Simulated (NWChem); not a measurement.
System: GeSiH3F3; SMILES [Si](F)([GeH3])(F)F

Output (shortened):

```
             Northwest Computational Chemistry Package (NWChem) 7.3.0
             --------------------------------------------------------

 C3  symmetry detected

                             Geometry "geometry" -> ""
                             -------------------------

 Output coordinates in angstroms (scale by  1.889725989 to convert to a.u.)

  No.       Tag          Charge          X              Y              Z
 ---- ---------------- ---------- -------------- -------------- --------------
    1 F                    9.0000    -0.33747894     1.45261769     1.49199703
    2 Si                  14.0000     0.00000000     0.00000000     0.89192784
    3 F                    9.0000     1.42674329    -0.43404351     1.49199703
    4 F                    9.0000    -1.08926435    -1.01857418     1.49199703
    5 Ge                  32.0000     0.00000000    -0.00000000    -1.46491086
    6 H                    1.0000     1.06025438     0.99074291    -1.96458735
    7 H                    1.0000    -1.38813572     0.42283577    -1.96458735
    8 H                    1.0000     0.32788134    -1.41357869    -1.96458735

 Effective nuclear repulsion energy (a.u.)     464.2885796858

      Symmetry information
      --------------------

 Group name             C3
 Group number              5
 Group order               3
 No. of unique centers     4

                                 NWChem DFT Module
                                 -----------------

 Summary of "ao basis" -> "ao basis" (spherical)
 ------------------------------------------------------------------------------
       Tag                 Description            Shells   Functions and Types
 ---------------- ------------------------------  ------  ---------------------
 F                           sto-3g                  3        5   2s1p
 Si                          sto-3g                  5        9   3s2p
 Ge                          sto-3g                  8       18   4s3p1d
 H                           sto-3g                  1        1   1s

      Symmetry analysis of basis
      --------------------------

        a          19
        e+         13
        e-         13

  Rotation of axis

            General Information
            -------------------
          SCF calculation type: DFT
          Wavefunction type:  closed shell.
          No. of atoms     :     8
          No. of electrons :    76
           Alpha electrons :    38
            Beta electrons :    38
          Charge           :     0
          Spin multiplicity:     1
          Use of symmetry is: on ; symmetry adaption is: on
          Maximum number of iterations: 150
          AO basis - number of functions:    45
                     number of shells:    25
          Convergence on energy requested:  1.00D-06
          Convergence on density requested:  1.00D-05
          Convergence on gradient requested:  5.00D-04

              XC Information
              --------------
                         B3LYP Method XC Potential
                     Hartree-Fock (Exact) Exchange  0.200
                        Slater Exchange Functional  0.800 local
                    Becke 1988 Exchange Functional  0.720 non-local
              Lee-Yang-Parr Correlation Functional  0.810
                  VWN I RPA Correlation Functional  0.190 local

             Grid Information
             ----------------
          Grid used for XC integration:  medium
          Radial quadrature: Mura-Knowles
          Angular quadrature: Lebedev.
          Tag              B.-S. Rad. Rad. Pts. Rad. Cut. Ang. Pts.
          ---              ---------- --------- --------- ---------
          F                   0.50       49          11.0       434
          Si                  1.10       88           9.0       590
          Ge                  1.25      112           8.0       590
          H                   0.35       45           9.0       434
          Grid pruning is: on
          Number of quadrature shells:   294
          Spatial weights used:  Erf1

      Superposition of Atomic Density Guess
      -------------------------------------

 Sum of atomic energies:       -2632.47652427

      Non-variational initial energy
      ------------------------------

 Total energy =   -2632.243844
 1-e energy   =   -4631.965703
 2-e energy   =    1535.433279
 HOMO         =      -0.175424
 LUMO         =       0.337278

      Symmetry analysis of molecular orbitals - initial
      -------------------------------------------------

  Numbering of irreducible representations:

     1 a           2 e+          3 e-

  Orbital symmetries:

     1 a           2 a           3 a           4 e+          5 e+
     6 a           7 a           8 e+          9 e+         10 a
    11 a          12 e+         13 e+         14 a          15 e+
    16 e+         17 a          18 a          19 e+         20 e+
    21 a          22 a          23 e+         24 e+         25 e+
    26 e+         27 a          28 e+         29 e+         30 a
    31 e+         32 e+         33 e+         34 e+         35 a
    36 e+         37 e+         38 a          39 a          40 e+
    41 e+         42 a          43 a          44 e+         45 e+

     ---------------------------------------------
      Total Density - Mulliken Population Analysis
     ---------------------------------------------

    Atom       Charge   Shell Charges
 -----------   ------   -------------------------------------------------------
    1 F    9     9.58   2.00  1.94  5.64
    2 Si  14    12.26   2.00  1.99  5.87  1.09  1.32
    3 F    9     9.58   2.00  1.94  5.64
    4 F    9     9.58   2.00  1.94  5.64
    5 Ge  32    31.57   2.00  2.00  6.00  2.00  5.94  1.33  2.34  9.96
    6 H    1     1.14   1.14
    7 H    1     1.14   1.14
    8 H    1     1.14   1.14

   convergence    iter        energy       DeltaE   RMS-Dens  Diis-err
 ---------------- ----- ----------------- --------- --------- ---------
 d= 0,ls=0.0,diis     1  -2635.9638025359 -3.10D+03  6.14D-02  1.01D+00
 d= 0,ls=0.0,diis     2  -2635.9961630956 -3.24D-02  3.11D-02  1.20D+00
 d= 0,ls=0.0,diis     3  -2636.2142322946 -2.18D-01  3.40D-03  6.81D-03
 d= 0,ls=0.0,diis     4  -2636.2151492581 -9.17D-04  1.17D-03  1.16D-03
 d= 0,ls=0.0,diis     5  -2636.2153909762 -2.42D-04  1.03D-04  1.20D-05
  Resetting Diis
 d= 0,ls=0.0,diis     6  -2636.2153936134 -2.64D-06  6.62D-06  3.29D-08
 d= 0,ls=0.0,diis     7  -2636.2153936206 -7.25D-09  1.03D-06  3.55D-10

         Total DFT energy =    -2636.215393620607
      One electron energy =    -4621.805732831394
           Coulomb energy =     1655.053109419940
    Exchange-Corr. energy =     -133.751349894980
 Nuclear repulsion energy =      464.288579685828

 Numeric. integr. density =       75.999981937536

                  Occupations of the irreducible representations
                  ----------------------------------------------

                     irrep           alpha         beta
                     --------     --------     --------
                     a                16.0         16.0
                     e+               22.0         22.0
                     e-                0.0          0.0

                       DFT Final Molecular Orbital Analysis
                       ------------------------------------

 Vector   36  Occ=2.000000D+00  E=-1.897085D-01  Symmetry=e+
              MO Center=  6.5D-02,  9.6D-02, -9.0D-01, r^2= 2.2D+00
   Bfn.  Coefficient  Atom+Function         Bfn.  Coefficient  Atom+Function
  ----- ------------  ---------------      ----- ------------  ---------------
    42      0.659511  5 Ge d  2              39     -0.398848  5 Ge d -1
    41     -0.297416  5 Ge d  1               5     -0.281909  1 F  pz
    36     -0.253971  5 Ge py                19      0.247775  3 F  pz
    35      0.189379  5 Ge px                 4      0.139386  1 F  py
    17     -0.111700  3 F  px                18      0.090698  3 F  py

 Vector   37  Occ=2.000000D+00  E=-1.897085D-01  Symmetry=e+
              MO Center= -6.5D-02, -9.6D-02, -9.0D-01, r^2= 2.2D+00
   Bfn.  Coefficient  Atom+Function         Bfn.  Coefficient  Atom+Function
  ----- ------------  ---------------      ----- ------------  ---------------
    38      0.659511  5 Ge d -2              41      0.398848  5 Ge d  1
    24      0.305813  4 F  pz                39     -0.297416  5 Ge d -1
    35     -0.253971  5 Ge px                36     -0.189379  5 Ge py
    19     -0.182468  3 F  pz                22      0.127067  4 F  px
     5     -0.123345  1 F  pz                17      0.115335  3 F  px

 Vector   38  Occ=2.000000D+00  E=-1.697185D-01  Symmetry=a
              MO Center=  2.6D-15,  1.8D-15,  2.6D-01, r^2= 3.9D+00
   Bfn.  Coefficient  Atom+Function         Bfn.  Coefficient  Atom+Function
  ----- ------------  ---------------      ----- ------------  ---------------
    37      0.514236  5 Ge pz                 5      0.432881  1 F  pz
    19      0.432881  3 F  pz                24      0.432881  4 F  pz
    40     -0.289336  5 Ge d  0              34      0.200211  5 Ge s
    33     -0.164883  5 Ge pz                43     -0.113204  6 H  s
    44     -0.113204  7 H  s                 45     -0.113204  8 H  s

 Vector   39  Occ=0.000000D+00  E= 1.943492D-01  Symmetry=a
              MO Center=  6.2D-16, -3.1D-15,  1.1D-01, r^2= 2.7D+00
   Bfn.  Coefficient  Atom+Function         Bfn.  Coefficient  Atom+Function
  ----- ------------  ---------------      ----- ------------  ---------------
    11      1.003302  2 Si s                 37     -0.674212  5 Ge pz
    34     -0.645129  5 Ge s                 14     -0.360658  2 Si pz
     4      0.273063  1 F  py                17      0.268199  3 F  px
     7     -0.236159  2 Si s                 22     -0.204760  4 F  px
     5      0.197445  1 F  pz                19      0.197445  3 F  pz

 Vector   40  Occ=0.000000D+00  E= 2.549745D-01  Symmetry=e+
              MO Center=  7.0D-02,  8.7D-02, -4.7D-01, r^2= 3.6D+00
   Bfn.  Coefficient  Atom+Function         Bfn.  Coefficient  Atom+Function
  ----- ------------  ---------------      ----- ------------  ---------------
    43     -0.641792  6 H  s                 35      0.598770  5 Ge px
    12      0.521497  2 Si px                36      0.485846  5 Ge py
    13      0.423139  2 Si py                44      0.359790  7 H  s
    45      0.282002  8 H  s                 21      0.236586  4 F  s
    24     -0.206602  4 F  pz                23      0.200207  4 F  py

 Vector   41  Occ=0.000000D+00  E= 2.549745D-01  Symmetry=e+
              MO Center= -7.0D-02, -8.7D-02, -4.7D-01, r^2= 3.6D+00
   Bfn.  Coefficient  Atom+Function         Bfn.  Coefficient  Atom+Function
  ----- ------------  ---------------      ----- ------------  ---------------
    36      0.598770  5 Ge py                45      0.578264  8 H  s
    44     -0.533353  7 H  s                 13      0.521497  2 Si py
    35     -0.485846  5 Ge px                12     -0.423139  2 Si px
     4      0.263710  1 F  py                17     -0.252867  3 F  px
     2     -0.213210  1 F  s                 16      0.196569  3 F  s

     ---------------------------------------------
      Total Density - Mulliken Population Analysis
     ---------------------------------------------

    Atom       Charge   Shell Charges
 -----------   ------   -------------------------------------------------------
    1 F    9     9.25   2.00  1.96  5.29
    2 Si  14    13.16   2.00  1.98  5.88  1.18  2.12
    3 F    9     9.25   2.00  1.96  5.29
    4 F    9     9.25   2.00  1.96  5.29
    5 Ge  32    31.84   2.00  2.00  6.00  2.00  5.93  1.35  2.74  9.82
    6 H    1     1.08   1.08
    7 H    1     1.08   1.08
    8 H    1     1.08   1.08

     -------------------------------------------
      Total Density - Lowdin Population Analysis
     -------------------------------------------

    Atom       Charge   Shell Charges
 -----------   ------   -------------------------------------------------------
    1 F    9     9.21   2.00  1.90  5.31
    2 Si  14    13.29   2.00  1.97  5.82  1.17  2.32
    3 F    9     9.21   2.00  1.90  5.31
    4 F    9     9.21   2.00  1.90  5.31
    5 Ge  32    31.81   2.00  2.00  6.00  2.00  5.90  1.24  2.86  9.83
    6 H    1     1.09   1.09
    7 H    1     1.09   1.09
    8 H    1     1.09   1.09

     Multipole analysis of the density
     ---------------------------------

     L   x y z        total         alpha         beta         nuclear
     -   - - -        -----         -----         ----         -------
     0   0 0 0     -0.000000    -38.000000    -38.000000     76.000000

     1   1 0 0     -0.000000     -0.000000     -0.000000     -0.000000
     1   0 1 0     -0.000000     -0.000000     -0.000000      0.000000
     1   0 0 1     -0.257352     -0.128676     -0.128676      0.000000

     2   2 0 0    -31.801262    -75.148934    -75.148934    118.496605
     2   1 1 0      0.000000      0.000000      0.000000      0.000000
     2   1 0 1     -0.000000     -0.000000     -0.000000      0.000000
     2   0 2 0    -31.801262    -75.148934    -75.148934    118.496605
     2   0 1 1      0.000000     -0.000000     -0.000000      0.000000
     2   0 0 2    -32.028058   -286.505431   -286.505431    540.982804

            General Information
            -------------------
          SCF calculation type: DFT
          Wavefunction type:  closed shell.
          No. of atoms     :     8
          No. of electrons :    76
           Alpha electrons :    38
            Beta electrons :    38
          Charge           :     0
          Spin multiplicity:     1
          Use of symmetry is: on ; symmetry adaption is: on
          Maximum number of iterations: 150
          AO basis - number of functions:    45
                     number of shells:    25
          Convergence on energy requested:  1.00D-06
          Convergence on density requested:  1.00D-05
          Convergence on gradient requested:  5.00D-04

              XC Information
              --------------
                         B3LYP Method XC Potential
                     Hartree-Fock (Exact) Exchange  0.200
                        Slater Exchange Functional  0.800 local
                    Becke 1988 Exchange Functional  0.720 non-local
              Lee-Yang-Parr Correlation Functional  0.810
                  VWN I RPA Correlation Functional  0.190 local

             Grid Information
             ----------------
          Grid used for XC integration:  medium
          Radial quadrature: Mura-Knowles
          Angular quadrature: Lebedev.
          Tag              B.-S. Rad. Rad. Pts. Rad. Cut. Ang. Pts.
          ---              ---------- --------- --------- ---------
          F                   0.50       49          11.0       434
          Si                  1.10       88           9.0       590
          Ge                  1.25      112           8.0       590
          H                   0.35       45           9.0       434
          Grid pruning is: on
          Number of quadrature shells:   294
          Spatial weights used:  Erf1

[...]

                         DFT ENERGY GRADIENTS

    atom               coordinates                        gradient
                 x          y          z           x          y          z
   1 F      -0.637743   2.745049   2.819466    0.004089  -0.017595  -0.009982
   2 Si      0.000000   0.000000   1.685499    0.000000   0.000000   0.038540
   3 F       2.696154  -0.820223   2.819466   -0.017282   0.005257  -0.009982
   4 F      -2.058411  -1.924826   2.819466    0.013194   0.012338  -0.009982
   5 Ge      0.000000  -0.000000  -2.768280    0.000000   0.000000   0.028156
   6 H       2.003590   1.872233  -3.712532    0.033198   0.031016  -0.012249
   7 H      -2.623196   0.799044  -3.712532   -0.043460   0.013242  -0.012249
   8 H       0.619606  -2.671276  -3.712532    0.010262  -0.044258  -0.012249
```

Level: B3LYP/STO-3G. The geometry was optimised at PBE0/def2-SVP.

**Question.** Which NWChem input produces such a log?

**Answer.** This is not unique; one that fits is the input that was run:
```
start job
memory heap 200 mb stack 900 mb global 1100 mb
geometry units angstroms noautoz
  F      1.484961     1.476049     0.138440
  Si    -0.000117     0.876473     0.000169
  F     -0.862426     1.477822     1.216281
  F     -0.622224     1.475755    -1.355512
  Ge    -0.000744    -1.480365     0.001882
  H      0.604222    -1.979173     1.321190
  H      0.838907    -1.981030    -1.181221
  H     -1.445593    -1.979921    -0.133169
end
basis spherical
  F library sto-3g
  Si library sto-3g
  Ge library sto-3g
  H library sto-3g
end
dft
  xc b3lyp
  iterations 150
  mulliken
end
task dft gradient
```
